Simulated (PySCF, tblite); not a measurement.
Isomers of C4H5F4O (doublet state), one GFN2-xTB conformer each. Single-point energies are computed at B3LYP/pcH-1 (PySCF, gas phase, no added dispersion term), electronic only. GFN2-xTB treats the open shell by occupation alone, and not every SCF solution was tested for stability.

Question: Rank them by B3LYP/pcH-1 energy, lowest first (kJ/mol).
A. `[CH2:1][O:2][CH2:3][C@H:4]([F:5])[C:6]([F:7])([F:8])[F:9]` (doublet state) with H–C1–O2–C3 -178° and -24°, C1–O2–C3–C4 -71°, O2–C3–C4–F5 -84°
B. `[CH3:1][O:2][CH2:3][C:4]([F:5])[C:6]([F:7])([F:8])[F:9]` (doublet state) with C1–O2–C3–C4 74°, O2–C3–C4–F5 -163°
C. `[F:1][CH:2][O:3][CH2:4][CH2:5][C:6]([F:7])([F:8])[F:9]` (doublet state) with F1–C2–O3–C4 -32°, C2–O3–C4–C5 -174°, O3–C4–C5–C6 -179°

Answer: C (0.0), A (45.5), B (56.3).

Neighbours under 21 kJ/mol apart ([CH2]OC[C@H](F)C(F)(F)F and COC[C](F)C(F)(F)F) can change places with a better method, another conformer or zero-point energy. GFN2-xTB itself gives, in the same order: 0.0, 58.2, 54.1. Both levels put the same isomer lowest; measured from each level's own lowest isomer, the values differ by up to 12.7 kJ/mol ([CH2]OC[C@H](F)C(F)(F)F: 58.2 against 45.5).

Question: What happens when harmonic zero-point energies from GFN2-xTB frequencies are added?

Answer: 
```
                 SMILES  ZPE (kJ/mol)  electronic (kJ/mol)  with ZPE (kJ/mol)
       F[CH]OCCC(F)(F)F         233.5                  0.0                0.0
[CH2]OC[C@H](F)C(F)(F)F         229.3                 45.5               41.4
      COC[C](F)C(F)(F)F         230.2                 56.3               53.1
```

The zero-point energies span 4.2 kJ/mol. The order is unchanged.
